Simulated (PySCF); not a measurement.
B(H)2(OEt) (C2H7BO), SMILES BOCC.

The structure is a stationary point at TPSSh-D3(BJ)/def2-SVP. This is a generated structure with no PubChem entry under its InChIKey; it may be hypothetical. One conformer was computed; it need not be the lowest.

These are TPSSh-D3(BJ)/def2-SVP (PySCF 2.14.0) values and carry that method's errors.

No scaling factor is applied to the harmonic values.

Computed normal modes with their intensities:
| mode | ν (cm⁻¹) | IR (km/mol) | Raman (Å⁴/amu) | depolarisation | moving atoms (share of kinetic energy) |
|---|---|---|---|---|---|
| 1 | 75 | 0.3 | 1.5 | 0.73 | H 33 %, O 24 %, B 24 %, C 20 % |
| 2 | 242 | 0.0 | 0.2 | 0.22 | H 90 % |
| 3 | 332 | 1.1 | 3.8 | 0.74 | H 62 %, C 20 %, O 14 % |
| 4 | 391 | 3.6 | 2.3 | 0.34 | H 47 %, O 21 %, C 17 %, B 15 % |
| 5 | 489 | 3.0 | 3.0 | 0.61 | H 56 %, O 27 %, C 15 % |
| 6 | 811 | 1.3 | 0.1 | 0.67 | H 91 % |
| 7 | 847 | 6.3 | 8.8 | 0.32 | H 40 %, C 36 %, O 16 %, B 8 % |
| 8 | 1007 | 16.9 | 3.6 | 0.73 | H 66 %, B 16 %, C 15 % |
| 9 | 1042 | 47.2 | 3.7 | 0.74 | H 39 %, C 39 %, O 13 %, B 9 % |
| 10 | 1050 | 58.5 | 1.2 | 0.75 | H 69 %, B 26 % |
| 11 | 1120 | 13.0 | 3.9 | 0.13 | C 50 %, H 46 % |
| 12 | 1180 | 22.9 | 2.7 | 0.75 | H 57 %, C 34 % |
| 13 | 1231 | 8.4 | 9.2 | 0.72 | H 75 %, O 16 %, C 9 % |
| 14 | 1301 | 13.5 | 8.0 | 0.65 | H 89 % |
| 15 | 1371 | 167.2 | 2.3 | 0.08 | H 61 %, C 18 %, B 12 %, O 10 % |
| 16 | 1406 | 94.4 | 3.8 | 0.33 | H 64 %, C 19 %, B 10 % |
| 17 | 1437 | 65.5 | 3.2 | 0.26 | H 48 %, B 22 %, O 18 %, C 12 % |
| 18 | 1477 | 4.9 | 17.7 | 0.74 | H 97 % |
| 19 | 1492 | 1.0 | 26.1 | 0.74 | H 95 % |
| 20 | 1510 | 5.9 | 3.0 | 0.59 | H 90 % |
| 21 | 2555 | 124.2 | 114.3 | 0.11 | H 95 % |
| 22 | 2670 | 198.6 | 70.9 | 0.50 | H 88 %, B 12 % |
| 23 | 3030 | 38.6 | 79.7 | 0.11 | H 95 % |
| 24 | 3040 | 13.3 | 160.3 | 0.01 | H 97 % |
| 25 | 3091 | 17.5 | 117.0 | 0.65 | H 90 %, C 10 % |
| 26 | 3130 | 26.1 | 69.6 | 0.68 | H 91 %, C 9 % |
| 27 | 3137 | 23.7 | 48.2 | 0.74 | H 90 %, C 10 % |
